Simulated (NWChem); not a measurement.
System: SF₃ cation; SMILES F[S+](F)F

The following NWChem deck was run.

```
start job
memory heap 200 mb stack 900 mb global 1100 mb
charge 1
geometry units angstroms noautoz
  F      0.304071    -1.313604    -0.276375
  S      0.000000     0.000000     0.449228
  F      0.985579     0.920136    -0.276375
  F     -1.289650     0.393469    -0.276375
end
basis spherical
  * library def2-svp
end
dft
  xc hfexch
  iterations 150
  mulliken
end
task dft energy
```

Output (shortened):

```
             Northwest Computational Chemistry Package (NWChem) 7.3.0
             --------------------------------------------------------

 C3  symmetry detected

                             Geometry "geometry" -> ""
                             -------------------------

 Output coordinates in angstroms (scale by  1.889725989 to convert to a.u.)

  No.       Tag          Charge          X              Y              Z
 ---- ---------------- ---------- -------------- -------------- --------------
    1 F                    9.0000     0.72840512    -1.13465469    -0.26999181
    2 S                   16.0000     0.00000000    -0.00000000     0.45561119
    3 F                    9.0000     0.61843722     1.19814468    -0.26999181
    4 F                    9.0000    -1.34684234    -0.06349000    -0.26999181

 Effective nuclear repulsion energy (a.u.)     204.3610182919

      Symmetry information
      --------------------

 Group name             C3
 Group number              5
 Group order               3
 No. of unique centers     2

  xc_inp: hfexch multiplicative factor not found.

                                 NWChem DFT Module
                                 -----------------

 Summary of "ao basis" -> "ao basis" (spherical)
 ------------------------------------------------------------------------------
       Tag                 Description            Shells   Functions and Types
 ---------------- ------------------------------  ------  ---------------------
 F                          def2-svp                 6       14   3s2p1d
 S                          def2-svp                 8       18   4s3p1d

      Symmetry analysis of basis
      --------------------------

        a          22
        e+         19
        e-         19

  Rotation of axis

            General Information
            -------------------
          SCF calculation type: DFT
          Wavefunction type:  closed shell.
          No. of atoms     :     4
          No. of electrons :    42
           Alpha electrons :    21
            Beta electrons :    21
          Charge           :     1
          Spin multiplicity:     1
          Use of symmetry is: on ; symmetry adaption is: on
          Maximum number of iterations: 150
          AO basis - number of functions:    60
                     number of shells:    26
          Convergence on energy requested:  1.00D-06
          Convergence on density requested:  1.00D-05
          Convergence on gradient requested:  5.00D-04

              XC Information
              --------------
                     Hartree-Fock (Exact) Exchange  1.000

      Superposition of Atomic Density Guess
      -------------------------------------

 Sum of atomic energies:        -695.22485255

 Renormalizing density from      43.00 to     42

      Non-variational initial energy
      ------------------------------

 Total energy =    -686.057757
 1-e energy   =   -1342.382050
 2-e energy   =     451.963274
 HOMO         =      -0.793867
 LUMO         =      -0.328149

      Symmetry analysis of molecular orbitals - initial
      -------------------------------------------------

  Numbering of irreducible representations:

     1 a           2 e+          3 e-

  Orbital symmetries:

     1 a           2 a           3 e+          4 e+          5 a
     6 e+          7 e+          8 a           9 a          10 e+
    11 e+         12 a          13 e+         14 e+         15 a
    16 e+         17 e+         18 e+         19 e+         20 a
    21 a          22 e+         23 e+         24 a          25 a
    26 e+         27 e+         28 a          29 e+         30 e+
    31 a

     ---------------------------------------------
      Total Density - Mulliken Population Analysis
     ---------------------------------------------

    Atom       Charge   Shell Charges
 -----------   ------   -------------------------------------------------------
    1 F    9     9.38   1.99  1.19  0.74  3.56  1.89  0.01
    2 S   16    13.85   2.00  2.00  1.35  0.40  5.95  1.12  0.75  0.28
    3 F    9     9.38   1.99  1.19  0.74  3.56  1.89  0.01
    4 F    9     9.38   1.99  1.19  0.74  3.56  1.89  0.01

   convergence    iter        energy       DeltaE   RMS-Dens  Diis-err
 ---------------- ----- ----------------- --------- --------- ---------
 d= 0,ls=0.0,diis     1   -694.8775577452 -8.99D+02  1.56D-02  1.77D+00
 d= 0,ls=0.0,diis     2   -694.9688363005 -9.13D-02  6.58D-03  7.43D-01
 d= 0,ls=0.0,diis     3   -695.0293446498 -6.05D-02  1.34D-03  5.52D-03
 d= 0,ls=0.0,diis     4   -695.0304968191 -1.15D-03  7.20D-04  5.01D-04
 d= 0,ls=0.0,diis     5   -695.0306922555 -1.95D-04  2.14D-04  3.80D-05
  Resetting Diis
 d= 0,ls=0.0,diis     6   -695.0307077747 -1.55D-05  4.89D-05  2.51D-06
 d= 0,ls=0.0,diis     7   -695.0307086620 -8.87D-07  4.03D-06  6.91D-08

         Total DFT energy =     -695.030708661963
      One electron energy =    -1357.328969046471
           Coulomb energy =      512.834751836295
    Exchange-Corr. energy =      -54.897509743665
 Nuclear repulsion energy =      204.361018291878

 Numeric. integr. density =        0.000000000000

                  Occupations of the irreducible representations
                  ----------------------------------------------

                     irrep           alpha         beta
                     --------     --------     --------
                     a                 9.0          9.0
                     e+               12.0         12.0
                     e-                0.0          0.0

                       DFT Final Molecular Orbital Analysis
                       ------------------------------------

 Vector   19  Occ=2.000000D+00  E=-1.002659D+00  Symmetry=e+
              MO Center= -5.6D-02,  3.4D-01, -2.3D-01, r^2= 2.2D+00
   Bfn.  Coefficient  Atom+Function         Bfn.  Coefficient  Atom+Function
  ----- ------------  ---------------      ----- ------------  ---------------
    37      0.303737  3 F  py                50      0.294981  4 F  px
    36      0.253688  3 F  px                38      0.254905  3 F  pz
     5      0.214247  1 F  py                40     -0.205829  3 F  py
    52     -0.200549  4 F  pz                53     -0.199567  4 F  px
    51      0.196277  4 F  py                 4      0.181271  1 F  px

 Vector   20  Occ=2.000000D+00  E=-9.908722D-01  Symmetry=a
              MO Center= -5.0D-14, -1.4D-14, -2.6D-01, r^2= 2.2D+00
   Bfn.  Coefficient  Atom+Function         Bfn.  Coefficient  Atom+Function
  ----- ------------  ---------------      ----- ------------  ---------------
    51      0.402715  4 F  py                36      0.358253  3 F  px
     4     -0.339270  1 F  px                54     -0.275090  4 F  py
    39     -0.244719  3 F  px                 7      0.231751  1 F  px
     5     -0.217798  1 F  py                37     -0.184917  3 F  py
     8      0.148775  1 F  py                40      0.126315  3 F  py

 Vector   21  Occ=2.000000D+00  E=-8.728370D-01  Symmetry=a
              MO Center= -2.4D-15,  1.0D-14,  4.5D-01, r^2= 1.9D+00
   Bfn.  Coefficient  Atom+Function         Bfn.  Coefficient  Atom+Function
  ----- ------------  ---------------      ----- ------------  ---------------
    18      0.388875  2 S  s                 17      0.373368  2 S  s
    24      0.372969  2 S  pz                 6      0.271210  1 F  pz
    38      0.271210  3 F  pz                52      0.271210  4 F  pz
    16     -0.240636  2 S  s                 27      0.235637  2 S  pz
     9     -0.212158  1 F  pz                41     -0.212158  3 F  pz

 Vector   22  Occ=0.000000D+00  E=-1.860699D-01  Symmetry=e+
              MO Center=  8.1D-02,  3.1D-02,  5.7D-01, r^2= 1.7D+00
   Bfn.  Coefficient  Atom+Function         Bfn.  Coefficient  Atom+Function
  ----- ------------  ---------------      ----- ------------  ---------------
    25      0.973725  2 S  px                22      0.412227  2 S  px
    49      0.404415  4 F  s                  3     -0.258547  1 F  s
    19      0.217639  2 S  px                55      0.214626  4 F  pz
    53      0.202266  4 F  px                52     -0.192068  4 F  pz
     8     -0.190233  1 F  py                 5      0.148523  1 F  py

 Vector   23  Occ=0.000000D+00  E=-1.860699D-01  Symmetry=e+
              MO Center= -8.1D-02, -3.1D-02,  5.7D-01, r^2= 1.7D+00
   Bfn.  Coefficient  Atom+Function         Bfn.  Coefficient  Atom+Function
  ----- ------------  ---------------      ----- ------------  ---------------
    26      0.973725  2 S  py                23      0.412227  2 S  py
    35     -0.382762  3 F  s                  3      0.317706  1 F  s
    20      0.217639  2 S  py                41     -0.203134  3 F  pz
     7     -0.188620  1 F  px                54     -0.187975  4 F  py
    38      0.181784  3 F  pz                 9      0.168609  1 F  pz

 Vector   24  Occ=0.000000D+00  E=-4.827309D-02  Symmetry=a
              MO Center=  1.2D-14, -1.1D-15, -5.6D-02, r^2= 1.6D+00
   Bfn.  Coefficient  Atom+Function         Bfn.  Coefficient  Atom+Function
  ----- ------------  ---------------      ----- ------------  ---------------
    27      0.864993  2 S  pz                17     -0.731110  2 S  s
    18     -0.535462  2 S  s                 24      0.394275  2 S  pz
     3      0.381013  1 F  s                 35      0.381013  3 F  s
    49      0.381013  4 F  s                 16      0.364214  2 S  s
    53      0.364184  4 F  px                40     -0.323977  3 F  py

     ---------------------------------------------
      Total Density - Mulliken Population Analysis
     ---------------------------------------------

[...]
```

Level: Hartree-Fock/def2-SVP. Geometry: optimised at PBE0/def2-SVP.
